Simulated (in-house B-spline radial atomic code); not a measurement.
Inner-shell binding energies (edges) and X-ray emission energies of free atoms and ions, as differences of relaxed hole-state energies with first-order Breit, QED and recoil terms, without correlation or multiplet splittings, in NIST's listed ground configurations. For neutral atoms such line energies lie within some 1 to 5 eV of tabulated X-ray lines (up to 20 eV for the heaviest). Removing outer electrons raises all edges nearly alike, so lines move far less than edges. K = 1s, L2 = 2p1/2, L3 = 2p3/2, M3 = 3p3/2. A dash marks a subshell that is part filled or wasn't run, or a line left out. Computed with a B-spline radial code for spherical atoms: Dirac-Hartree-Fock, average of the configuration, finite nuclei.

```tsv
ion	configuration	K edge (eV)	L3 edge (eV)	K-L3 (eV)	K-L2 (eV)	K-M3 (eV)
Pt+	[Xe] 4f14 5d9	78407	11580.6	66826.4	65117	75738.8
Pt2+	[Xe] 4f14 5d8	78421.2	11594.9	66826.3	65116.9	75738.8
Pt3+	[Xe] 4f14 5d7	78436.9	11610.7	66826.2	65116.9	75738.8
Pt4+	[Xe] 4f14 5d6	78453.9	11627.8	66826.2	65116.8	75738.9
Pt5+	[Xe] 4f14 5d5	78472.2	11646.1	66826.1	65116.7	75739
Pt6+	[Xe] 4f14 5d4	78491.6	11665.6	66826	65116.6	75739.2
Pt7+	[Xe] 4f14 5d3	78512	11686.1	66825.9	65116.5	75739.5
```
